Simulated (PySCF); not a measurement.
Removing an electron from cyclo-(SbH)6

Species: cyclo-(SbH)6.
Cartesian coordinates in Å at the PBE0-D3(BJ)/def2-SVP level; atoms count from 1:
```
atom  x, y, z in Å
Sb1    0.7951    2.0980   -1.3367
Sb2   -1.5658    2.4553    0.2273
Sb3   -2.9064   -0.0617    0.2261
Sb4   -1.0974   -1.9418    1.3813
Sb5    0.8718   -1.9550   -0.6697
Sb6    2.1939    0.3122    0.3773
H7     0.0591    0.8612   -2.2771
H8    -0.7687    2.1293    1.7138
H9    -2.4291   -0.4165   -1.3858
H10   -0.3283   -0.7237    2.3197
H11    1.8305   -3.0446    0.2661
H12    3.4607    0.2045   -0.7911
```

Level: CAM-B3LYP/def2-SVPD (PySCF). Frontier orbitals with their largest atomic shares (Löwdin; up to four atoms above 4 %):

```
orbital  ε (eV)                              main atoms
 HOMO−3   -8.11  Sb1 23 %, Sb4 22 %, Sb6 19 %, Sb5 18 %
 HOMO−2   -7.73    Sb6 36 %, Sb5 36 %, Sb2 6 %, Sb3 6 %
 HOMO−1   -7.41  Sb2 24 %, Sb3 24 %, Sb4 20 %, Sb1 19 %
   HOMO   -7.12                                       ?
   LUMO   -1.05  Sb3 26 %, Sb2 26 %, Sb4 14 %, Sb1 13 %
 LUMO+1   -0.69  Sb1 20 %, Sb4 17 %, Sb2 15 %, Sb6 14 %
 LUMO+2   -0.68   Sb5 29 %, Sb6 28 %, Sb4 11 %, Sb3 8 %
```

**Question.** What vertical ionisation energy does ΔSCF give, and how far is −ε(HOMO) from it?

**Answer.** ΔSCF: 7.66 eV (739 kJ/mol; threshold wavelength 162 nm); ⟨S²⟩ of the doublet left behind is 0.764, against 0.75 for a pure doublet. −ε(HOMO) is 7.12 eV, 0.54 eV below it. For the exact functional −ε(HOMO) would equal the first vertical ionisation energy; CAM-B3LYP (range-separated hybrid) falls short of its own ΔSCF value by 7 %.

**Question.** On which atoms does the HOMO lie?

**Answer.** Sb1 (antimony bonded to 2 Sb and H) 17 %, Sb4 (antimony bonded to 2 Sb and H) 17 %, Sb3 (antimony bonded to 2 Sb and H) 16 %, Sb2 (antimony bonded to 2 Sb and H) 16 %, so no atom holds as much as 40 %. The HOMO−1 lies 0.29 eV lower.

**Question.** And the vertical electron affinity, the fundamental gap, Mulliken's electronegativity and the hardness (with the factor ½)?

**Answer.** EA = 0.63 eV by ΔSCF (−ε(LUMO) = 1.05 eV). IE − EA = 7.03 eV against an orbital gap of 6.07 eV; (IE + EA)/2 = 4.15 eV; (IE − EA)/2 = 3.52 eV.

**Question.** The lowest singlet excitation (vertical TDDFT, same level) lies at 3.61 eV. How far is it below IE − EA?

**Answer.** IE − EA = 7.03 eV, so by 3.42 eV.

**Question.** What kinetic energy would electrons from this vertical process carry with Lyman-α light (10.199 eV)?

**Answer.** 10.20 − 7.66 = 2.54 eV.

**Question.** Shift the occupied levels rigidly so that −ε(HOMO) equals the ΔSCF value. What binding energies result?

**Answer.** The shift is +0.54 eV: HOMO 7.66, HOMO−1 7.95, HOMO−2 8.27, HOMO−3 8.65 eV. A rigid shift is only a rough guide to the deeper ionisations.

Geometry: PBE0-D3(BJ)/def2-SVP, one conformer, isolated molecule. Atoms past krypton carry effective core potentials; spin–orbit coupling is left out.

These values come from a run that also computed excited states and ΔSCF ions. Hardware: one thread, Arm Neoverse N1 (aarch64), shared host with 64 logical CPUs at a one-minute load of 24. Cost: 15 min wall (grids of density and orbitals included), 1.7 GiB resident at most.
